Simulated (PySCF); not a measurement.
## Where the electron goes

Species: C8H11N.
Geometry (PBE0-D3(BJ)/def2-SVP, Å), atoms numbered from 1 in this order:
```xyz
20
C8H11N angstrom
N     -2.241    2.552   -1.185
C     -1.917    1.509   -0.802
C     -1.486    0.207   -0.313
C     -0.756    0.255    1.068
C      0.564   -0.472    0.781
C      1.449    0.444   -0.078
C      0.742    0.427   -1.458
C     -0.455   -0.505   -1.226
C      0.124   -1.527   -0.242
H     -2.389   -0.420   -0.240
H     -0.602    1.284    1.422
H     -1.352   -0.271    1.829
H      1.058   -0.850    1.688
H      2.471    0.042   -0.147
H      1.529    1.455    0.348
H      0.429    1.426   -1.798
H      1.395    0.012   -2.240
H     -0.906   -0.903   -2.146
H     -0.626   -2.233    0.149
H      0.962   -2.099   -0.668
```

The calculation used TDDFT B3LYP/def2-SVPD, vertical, gas phase, core orbitals frozen in the response (PySCF 2.14.0, density-fitted response routines).

Frontier orbitals with the atoms that hold most of them (Löwdin shares over 4%, at most four atoms; ? is withheld):

```csv
orbital,ε (eV),atoms
HOMO-3,-9.24,"N1 26%, C2 20%, C5 10%, C6 10%"
HOMO-2,-8.97,"C9 14%, C5 13%, C6 12%, C7 10%"
HOMO-1,-8.68,"N1 32%, C2 22%, C4 10%, C3 9%"
HOMO,-8.49,?
LUMO,?,?
LUMO+1,0.54,"N1 29%, C2 23%, C3 9%, C8 5%"
LUMO+2,0.66,"N1 23%, C2 21%, C3 8%, H10 6%"
```

Question: Which atoms hold the HOMO, and with what shares?

Answer: N1 (bonded to C) 14%; C3 (bonded to 3 C and H) 11%; C8 (bonded to 3 C and H) 11%; C6 (bonded to 2 C and 2 H) 9%. By element: carbon 31% or more, nitrogen 14%.

Question: Which atoms hold the LUMO, and with what shares?

Answer: H10 (bonded to C) 11%; C9 (bonded to 2 C and 2 H) 9%; C3 (bonded to 3 C and H) 8%; H19 (bonded to C) 8%. By element: hydrogen 18% or more, carbon 17% or more.

Question: What is the LUMO energy, and the HOMO–LUMO gap?

Answer: ε(LUMO) = -0.03 eV; the gap is 8.45 eV (0.3107 hartree).

Question: How does S1 compare with the orbital gap of 8.45 eV?

Answer: S1 is at 7.44 eV (f = 0.0018), 1.01 eV below the gap, made of HOMO→LUMO (31%), HOMO-1→LUMO (20%), HOMO-1→LUMO+1 (15%). 

Next come S2 at 7.59 eV (f 0.0007), HOMO→LUMO (52%), HOMO-1→LUMO+1 (25%), HOMO-1→LUMO (14%); S3 at 7.70 eV (f 0.0039), HOMO→LUMO+1 (35%), HOMO-1→LUMO (19%), HOMO-3→LUMO+1 (8%); S4 at 7.84 eV (f 0.0093), HOMO→LUMO+2 (28%), HOMO-1→LUMO+1 (20%), HOMO→LUMO (13%); S5 at 8.04 eV (f 0.0067), HOMO-1→LUMO (41%), HOMO-1→LUMO+2 (16%), HOMO→LUMO+1 (10%).

Löwdin shares depend on the basis, the more so with diffuse functions.
